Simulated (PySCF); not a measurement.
Shapes and spin states of [RuS2]-

These are results of PySCF, PBE, basis Ru def2-SVPD with ECP28, S def2-SVPD (scalar-relativistic core potentials, no spin–orbit coupling, density fitting), not measurements.

Relaxations began from a few typed shapes and spin states; open shells are unrestricted. The search is not exhaustive: other isomers or separated fragments can lie lower, and high-lying points may rest on an excited occupation.

```
               spin  group                                    bonds                                    angles  imaginary modes (cm⁻¹)  ΔE (kJ/mol)  ΔE with ZPE (kJ/mol)
            quartet    C2v                        Ru–S 2.132 Å (×2)                             S–Ru–S 117.8°                    none          0.0                   0.0
            doublet    C2v                        Ru–S 2.105 Å (×2)                             S–Ru–S 132.5°                    none          3.8                   3.9
            doublet    C2v                        Ru–S 2.118 Å (×2)                             S–Ru–S 140.1°                    none         12.7                  12.7
            doublet    D∞h                        Ru–S 2.141 Å (×2)                             S–Ru–S 180.0°                76i, 76i         23.5                     –
            quartet    D∞h                        Ru–S 2.196 Å (×2)                             S–Ru–S 180.0°                     90i         38.6                     –
             sextet    C2v                        Ru–S 2.220 Å (×2)                             S–Ru–S 133.8°                    none         59.8                  59.0
doublet (⟨S²⟩ 1.08)     Cs  Ru–S 2.213 Å, Ru–S 2.353 Å, S–S 2.113 Å  Ru–S–S 59.1°, Ru–S–S 65.9°, S–Ru–S 55.0°                    none        220.7                 219.9
doublet (⟨S²⟩ 0.96)    C2v           Ru–S 2.278 Å (×2), S–S 2.090 Å           Ru–S–S 62.7° (×2), S–Ru–S 54.6°                    191i        221.2                     –
```

The lowest minimum found is the quartet C2v: Ru–S 2.132 Å (×2); S–Ru–S 117.8°.

For the lowest minimum: the highest occupied level lies above zero, a sign of self-interaction error or too small a basis; response properties are unreliable. With open d or f shells other occupations or spin states may lie lower. The lowest empty level of this anion is unbound, so it and the gap depend on the basis.

The electron or spin density has lower symmetry than the nuclear frame for the quartet D∞h at 38.6 kJ/mol.
